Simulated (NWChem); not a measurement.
Species: InH2F; SMILES [F][InH2]

Computed with NWChem. def2 effective core potentials on In; no spin-orbit coupling. Each level has its own optimisation; frequencies are unscaled.

| level | r H–In (Å) | r F–In (Å) | highest harmonic frequency (cm⁻¹) | lowest (cm⁻¹) | zero-point energy (kcal/mol) |
|---|---|---|---|---|---|
| Hartree-Fock/STO-3G (all-electron, non-relativistic) | 1.572 | 1.877 | 2050 | 523 | 9.5 |
| B3LYP/3-21G (all-electron, non-relativistic) | 1.757 | 1.940 | 1802 | 465 | 8.4 |
| PBE-D3(BJ)/def2-SVP (core potentials) | … | … | … | … | 8.0 |

Question: Complete the blanks.

Answer: 
- PBE-D3(BJ)/def2-SVP (core potentials), r H–In (Å): 1.728
- PBE-D3(BJ)/def2-SVP (core potentials), r F–In (Å): 1.990
- PBE-D3(BJ)/def2-SVP (core potentials), highest harmonic frequency (cm⁻¹): 1779
- PBE-D3(BJ)/def2-SVP (core potentials), lowest (cm⁻¹): 403
